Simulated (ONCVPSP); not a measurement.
## Varying the ONCV potential for zirconium

Base potential:

* Element: zirconium
* Generator: ONCVPSP 4.0.1
* Type: optimised norm-conserving Vanderbilt (ONCV)
* Functional: Wu-Cohen
* Relativity: fully relativistic
* Frozen core: [Ar] 3d10
* Valence charge: 12
* Reference configuration: 4s2 4p6 4d2 5s2
* Partial waves: 4s+5s: rc 2.05 bohr, ncon 4, nbas 7, qcut 7.3 1/bohr, 3 projectors, debl 1.8 Ha; 4p: rc 1.65 bohr, ncon 4, nbas 8, qcut 9.1 1/bohr, 2 projectors, debl 1.2 Ha; 4d: rc 1.85 bohr, ncon 5, nbas 8, qcut 4.7 1/bohr, 2 projectors, debl 3.7 Ha
* Local potential: polynomial inside 1.10 bohr (lpopt 5, dvloc0 -1 Ha)
* Core correction: none

Open shells are filled in proportion to 2j + 1.

All-electron outer shells of the reference configuration (Wu-Cohen, scalar-relativistic, ld1.x):

```tsv
shell	level (eV)	outermost node (bohr)	outermost maximum (bohr)
3d	-174.74	–	0.35
4s	-54.47	0.55	1.08
4p	-32.43	0.56	1.17
5s	-4.48	1.47	3.15
4d	-3.61	0.58	1.61
```

Cutoffs, loose and tight: the cutoffs (Ha) at which the residual kinetic energy of the hardest occupied pseudo-wave falls to 1 and 0.1 mHa per electron. They do not see the model core or the augmentation charge, which bear on the density cutoff. Test errors are all-electron minus pseudo excitation energies from the reference, over the configurations 4s2 4p6 4d2 5s1; 4s2 4p6 4d2 5s0; 4s2 4p6 4d1 5s0; 4s2 4p6 4d2 5s0 5p2. A dash means not determined; rows that change the core or the reference have their own tests.

A true bound ghost makes a file unfit for plane-wave use even where its test errors are small: the radial tests pick states by their node count and pass the ghost by.

```tsv
change	outcome	cutoff, loose	cutoff, tight	bound ghosts	GHOST(+) flags above zero	largest test error (meV)
base	generated	25 Ha	56 Ha	none	s	-2.3
s: nproj 2	generated	25 Ha	56 Ha	none	s	-2.3
s: rc 1.68	generated	25 Ha	56 Ha	none	s	+3.0
s: qcut 5.5	generated	25 Ha	56 Ha	none	s	-3.8
```

Task: What comes out with this change to the base: d: debl 0.55?

Result: outcome: generated; cutoff, loose: 25 Ha; cutoff, tight: 56 Ha; bound ghosts: d3/2; GHOST(+) flags above zero: s, d5/2; largest test error (meV): -2.2.
